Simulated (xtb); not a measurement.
C6H14, charge -1, doublet, at the geometry of the source list (a state made from the parent by changing its charge; the spin is typed, not shown lowest). Base run: GFN2-xTB (xtb).

Geometry (Å):
```xyz
20

C      2.8334     0.8503    -0.3424
C      1.8288     0.0011     0.4256
C      0.4444     0.0316    -0.2176
C     -0.5601    -0.8170     0.5581
C     -1.9333    -0.9024    -0.1084
C     -2.6664     0.4321    -0.1586
H      2.9362     0.4908    -1.3641
H      2.5095     1.8883    -0.3779
H      3.8109     0.8133     0.1332
H      2.1844    -1.0313     0.4681
H      1.7556     0.3664     1.4529
H      0.0986     1.0658    -0.2614
H      0.5155    -0.3404    -1.2429
H     -0.6742    -0.4092     1.5657
H     -0.1588    -1.8293     0.6571
H     -1.8173    -1.2907    -1.1234
H     -2.5431    -1.6177     0.4496
H     -2.7467     0.8609     0.8380
H     -3.6709     0.2962    -0.5539
H     -2.1466     1.1412    -0.7975
```
Charge -1, spin multiplicity 2.
All else is at xtb's defaults.
Base energy -19.82257 Eh.

The base run was repeated with changes; each row names its change, and settings that it needs were set with it.

```
change          ΔE vs base (kcal/mol)  SCF cycles
--------------  ---------------------  ----------
base                            0.000          10
acc = 0.0001                    0.000          17
etemp = 10000                  -37.46           9
etemp = 3000                    -3.99          10
gbsa = toluene                 -47.53          10
```

ALPB and GBSA are two models with their own fitted parameters for each solvent, which aren't always the measured dielectric constant.
